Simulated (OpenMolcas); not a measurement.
**Tc4+: ligand-field states by method**

Tc4+ with 6 ligands (chloride) in octahedral coordination (Oh) at 2.28 Å. A charge of +0.333 e stands 3.2 Å behind each ligand. Ligand basis ANO-RCC-VDZP.
```
Tc    0.0000    0.0000    0.0000
Cl    2.2800    0.0000    0.0000
Cl    0.0000    2.2800    0.0000
Cl   -2.2800    0.0000    0.0000
Cl    0.0000   -2.2800    0.0000
Cl    0.0000    0.0000    2.2800
Cl    0.0000    0.0000   -2.2800
```

- Program: OpenMolcas
- Basis: ANO-RCC-VDZP [6s5p3d1f]
- Scalar Hamiltonian: DKH2, point nucleus
- Active space: 3 electrons in 5 orbitals (4d)
- State averaging: 2S+1 = 4 even, 10 roots; 2S+1 = 2 even, 40 roots
- Spin-orbit coupling: RASSI with atomic mean-field integrals over the reference wave functions

I. CASSCF
II. SS-CASPT2, IPEA 0.25 Eh, imaginary shift 0.1 Eh (closed shells correlated: 4s 4p and the ligand valence shells)
III. SS-CASPT2, IPEA 0.5 Eh, imaginary shift 0.1 Eh (closed shells correlated: 4s 4p and the ligand valence shells)

Spin-free states (labels of O, the rotations of Oh) in cm-1, each column counted from its own energy of the first state listed:

```csv
State,Degeneracy,I,II,III
4A2,1,0,0,0
2E,2,13372,9170,9180
2T1,3,14055,9250,9130
2T2,3,21209,15370,15420
4T2,3,28043,30670,30850
4T1,3,34778,35570,36010
2A1,1,38288,36090,38170
2S+1 = 2,3,38912,37040,37540
2S+1 = 2,3,40260,38230,39250
2E,2,41976,39020,40670
```

From I to II, I's first state of the same spin (4T2) moves from 28043 to 30670 cm-1, by about +2600 cm-1.

From I to II, I's first state of another spin (2E) moves from 13372 to 9170 cm-1, by about -4200 cm-1.

χT at 300 K: I 1.80, II 1.80, III 1.80 cm3 K/mol.

Roots that are degenerate in the reference are averaged as groups; the widest CASPT2 spread within a group is 200 cm-1 (the 3-fold group of multiplicity 2 near 68100 cm-1 above the lowest state of its run, III). Shifts and gaps below about the spread of the groups concerned are not significant. Over all roots computed the reference weight is 0.63 to 0.64 in II, 0.63 to 0.65 in III; a low but even weight reflects the number of correlated electrons. The least metal-like active orbital is 66 % on the metal (Löwdin) and no ligand orbital is active, so the numbers are rough. Ligand-to-metal charge-transfer states are missing. With no ligand orbital active B as a rule stays too high, so bands that hang on it stand too high and its fall with covalency is understated. Without dynamic correlation the repulsion within the d shell is too large (B by tens of per cent), so at a given field states of lower spin stand too high (holds for I). With metal d orbitals alone the field can be off either way by tens of per cent (holds for I). With one d shell and no ligand orbital active, 10Dq can be off by a tenth or more (holds for II; III). The distance lies 5 % under the 2.41 Å that this model takes as the normal distance (a Shannon-type radius plus a fixed donor radius); by an R⁻⁵ law this alone changes a d-shell field by about +32 %. No measured value stands beside these numbers; the geometry was imposed, not optimised, and the real ion may take another.
